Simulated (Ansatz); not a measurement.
Cost and result up the ladder for the cluster Ge₂Sb (3 atoms). Charge 0, multiplicity 2. Geometry: PBE0-D4/def2-TZVP.

```tsv
atom	x (Å)	y (Å)	z (Å)
Sb1	-1.459	-0.644	0.917
Ge2	0.458	0.759	0.588
Ge3	1.001	-0.115	-1.504
```

Ansatz on 4 threads of Arm Neoverse V1 on a shared host. Times are rough, and most runs start from the orbitals of an earlier one. PBE0-D4/def2-TZVP serves as the yardstick here, not as an exact answer. Binding counts from free atoms at the same level (Sb quartet, Ge triplet; other spins of the atoms weren't run), without zero-point energy or a counterpoise term.

In the def2 sets Sb takes a core potential; there is no spin–orbit coupling. HSE06 is defined as in plane-wave codes, on full-range PBE exchange. HOMO above LUMO, or a gap near zero within one spin, warns that the state may not be the lowest or that an electron is smeared out. Another isomer (doublet) lies 1.11 eV lower at PBE0-D4/def2-TZVP; other spin states weren't run for this one.

Run but left out: PBE-QIDH/def2-TZVP, CCSD(T)/def2-SVP (⟨S²⟩ 1.47 to 1.95, where a pure state has 0.75).

```
                         level  functions  wall time  binding energy per atom (eV)  difference from PBE0-D4/def2-TZVP (eV)                        remarks
             PBE0-D4/def2-TZVP        146        7 s                          1.75                                    0.00                              –
            HSE06-D4/def2-TZVP        146      8.5 s                          1.76                                    0.00                              –
PBE-D4/def2-TZVP (with forces)        146       12 s                          1.96                                    0.21  gap within one spin near zero
           r2SCAN-D4/def2-TZVP        146       19 s                          1.81                                    0.06  spin-contaminated (⟨S²⟩ 0.83)
```
